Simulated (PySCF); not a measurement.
SMILES [SiH3]O[SiH2][CH2][GeH3] (CH₁₀GeOSi₂) at its GFN2-xTB optimised geometry (Å):

```
15

Si     2.3661     1.1101    -2.5747
O      2.4172     0.0560    -1.3446
Si     1.8369    -0.6324     0.0000
C     -0.0614    -0.6324     0.0000
Ge    -0.8646     1.1573     0.0000
H      1.2296     0.7531    -3.4262
H      3.6488     0.9173    -3.2436
H      2.2104     2.4565    -2.0228
H      2.3506    -2.0015    -0.0504
H      2.3572     0.1352     1.1329
H     -0.4331    -1.1799    -0.8663
H     -0.4119    -1.1659     0.8833
H     -0.3593     2.0015     1.1292
H     -0.6230     1.9115    -1.2680
H     -2.3572     1.0703     0.1715
```

Computed with CAM-B3LYP/def2-TZVP in PySCF 2.14.0. Cells within 0.4 Å of a nucleus heavier than hydrogen are left out (blank, or x).

Map of the electron localisation function on the plane z = 0.0 Å:

```
|0000000000000000000000000|
|0000000000000000000000000|
|0000000000000000000000000|
|0000000000000000000000000|
|0000000000000000000000000|
|0000211001222100000000000|
|0016885222333200000000000|
|0059999621113200000000000|
|0089999816x21200000000000|
|019999981xx51200000000000|
|0189999915622310011000000|
|0069999731158642112100000|
|0017996325898785000210000|
|000122001472x6936x3010000|
|00000000145xx592xx6010000|
|0000000013663685021652000|
|0000000012455453589997200|
|0000000001232212899999710|
|0000000000010001999999810|
|0000000000000001999999700|
|0000000000000001899999200|
|0000000000000000489972000|
|0000000000000000012100000|
|0000000000000000000000000|
|0000000000000000000000000|
```
Scale: ten equal steps from 0.000 (start of '0') to 1.000 (end of '9'), in the order '0123456789'; x runs from -4.50 to 4.50, y from -4.50 (bottom) to 4.50 (top).
